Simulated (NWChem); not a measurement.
System: SbCl2 cation; SMILES [Cl][Sb+][Cl]

The following NWChem deck was run.

```
start job
memory heap 200 mb stack 900 mb global 1100 mb
charge 1
geometry units angstroms noautoz
  Sb     0.000000     0.000000     0.586487
  Cl     1.785872     0.000000    -0.887194
  Cl    -1.785872     0.000000    -0.887194
end
basis spherical
  Sb library def2-svp
  Cl library def2-svp
end
ecp
  Sb library def2-ecp
end
dft
  xc optx lyp
  iterations 150
  mulliken
end
task dft energy
```

Coordinates come from a PBE-D3(BJ)/def2-SVP optimisation. def2 effective core potentials on Sb; no spin-orbit coupling.

Problem. Give the results of this calculation. (OLYP/def2-SVP with def2 effective core potentials on Sb.) Quantities: energy (Ha); highest occupied level (eV); orbital gap (eV).

Solution. 
| Property | Value |
|---|---|
| energy (Ha) | -1160.42 |
| highest occupied level (eV) | -13.42 |
| orbital gap (eV) | 2.60 |
